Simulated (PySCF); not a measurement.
# Polarisability and C₆ of Lu(45+) (lutetium, charge +45)

[Ar] 3d8, high-spin 3F determinant. All numbers are calculated (PySCF 2.14, scalar relativity by spin-free X2C-1e, in an even-tempered Gaussian basis (18 s from 9.6 bohr⁻², ratio 2.5; 13 p from 12 bohr⁻², ratio 2.5; 8 d from 12 bohr⁻², ratio 2.5; 4 f from 51 bohr⁻², ratio 2.7; 3 g from 77 bohr⁻², ratio 2.7)). Coupled (time-dependent) response in atomic units; α is the mean over directions.

```
method  mean α (bohr³)  C₆ (like pair)      S(−4)
   UHF        0.002406       0.0002569  3.158e-06
```

S(−4) is the Cauchy moment in α(ω) = α(0) + S(−4) ω² + …

Spin-orbit coupling is absent.

α(iu) at UHF:

```json
{"u (hartree)": "0", "α(iu) (bohr³)": "0.002406"}
{"u (hartree)": "6.00", "α(iu) (bohr³)": "0.002304"}
{"u (hartree)": "12.0", "α(iu) (bohr³)": "0.002093"}
{"u (hartree)": "24.0", "α(iu) (bohr³)": "0.001736"}
{"u (hartree)": "36.0", "α(iu) (bohr³)": "0.001513"}
{"u (hartree)": "48.0", "α(iu) (bohr³)": "0.001346"}
{"u (hartree)": "60.0", "α(iu) (bohr³)": "0.001205"}
{"u (hartree)": "90.0", "α(iu) (bohr³)": "0.0009163"}
{"u (hartree)": "120", "α(iu) (bohr³)": "0.0007009"}
{"u (hartree)": "180", "α(iu) (bohr³)": "0.0004299"}
{"u (hartree)": "300", "α(iu) (bohr³)": "0.0001998"}
```

A single London oscillator, α(iu) = α/(1 + u²/ω²), gives C₆ = (3/4) ω α². Matching the computed C₆ needs ω = 4 × 0.0002569 / (3 × 0.002406²) = 59.2 hartree.

For an ion, C₆ is the dispersion term alone; charge-induced terms of lower order in 1/R come first.

Spin-orbit coupling is strong in this species (close to jj coupling), so the high-spin LS determinant is a model state, not a physical level.
